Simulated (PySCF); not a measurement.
C2H5O, charge -1. Atoms are numbered in the order given.

```xyz
8

C     -0.2036    -1.1745     0.0000
C      0.4789     0.2157     0.0000
O     -0.3603     1.2418     0.0000
H      0.5328    -2.0042     0.0000
H     -0.8487    -1.2707    -0.8902
H     -0.8487    -1.2707     0.8902
H      1.1976     0.1822     0.8898
H      1.1976     0.1822    -0.8898
```
Charge -1, spin multiplicity 1.

The structure is a stationary point at PBE0-D3(BJ)/def2-SVPD.

The numbers are results of PBE0-D3(BJ)/def2-SVPD run with PySCF, not measurements.

No scaling factor is applied to the harmonic values.

Computed vibrational spectrum:
```csv
mode,ν (cm⁻¹),IR (km/mol),Raman (Å⁴/amu),depolarisation,moving atoms (share of kinetic energy)
1,278,0.9,0.1,0.75,H 88 %
2,430,7.5,0.9,0.61,"O 35 %, H 33 %, C 32 %"
3,767,1.1,4.2,0.75,H 92 %
4,844,14.1,22.5,0.75,"C 47 %, H 46 %"
5,1042,59.6,18.9,0.19,"C 53 %, H 41 %"
6,1155,1.4,5.1,0.75,"H 55 %, C 41 %"
7,1247,256.0,32.5,0.50,"C 39 %, O 38 %, H 23 %"
8,1256,5.9,12.3,0.75,H 93 %
9,1305,11.3,2.9,0.21,"H 72 %, C 26 %"
10,1366,135.0,2.6,0.17,"H 72 %, C 27 %"
11,1419,1.7,8.2,0.75,H 96 %
12,1436,28.6,38.2,0.68,H 94 %
13,1461,20.3,9.0,0.35,"H 91 %, C 9 %"
14,2518,487.8,508.1,0.75,"H 91 %, C 9 %"
15,2587,593.8,344.3,0.32,H 96 %
16,2963,125.5,217.2,0.05,H 97 %
17,3059,95.1,84.9,0.64,"H 92 %, C 8 %"
18,3087,74.9,64.7,0.75,"H 91 %, C 9 %"
```
